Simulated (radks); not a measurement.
Problem. The niobium ion Nb2+, configuration [Kr] 4d3 (the NIST ground configuration). Method: Dirac Kohn-Sham, PBE, spin-unpolarised, spherical densities, finite nucleus; open shells fill j = l - 1/2 first; Fermi nuclear charge, rms radius 4.324 fm; computed with a radial shooting solver on a logarithmic mesh with Libxc functionals. Some entries of the table are withheld. Estimate them.

orbital,occ.,eigenvalue (eV),r(max) (bohr)
1s1/2,2,-18816.92,(1)
2s1/2,2,-2646.661,0.1333
2p1/2,2,-2430.309,0.1039
2p3/2,4,-2334.530,0.1076
3s1/2,2,(2),(3)
3p1/2,2,-374.7982,(4)
3p3/2,4,-359.2840,(5)
3d3/2,4,-215.4657,0.3330
3d5/2,6,-212.5775,0.3357
4s1/2,2,-75.7645,1.032
4p1/2,2,-53.2207,1.105
4p3/2,4,-51.0935,1.130
4d3/2,3,-19.1567,1.438
4d5/2,0,-18.9576,1.449

Solution. 
(1) 1s1/2 r(max) (bohr): 0.02349
(2) 3s1/2 eigenvalue (eV): -456.2603
(3) 3s1/2 r(max) (bohr): 0.3957
(4) 3p1/2 r(max) (bohr): 0.3833
(5) 3p3/2 r(max) (bohr): 0.3925
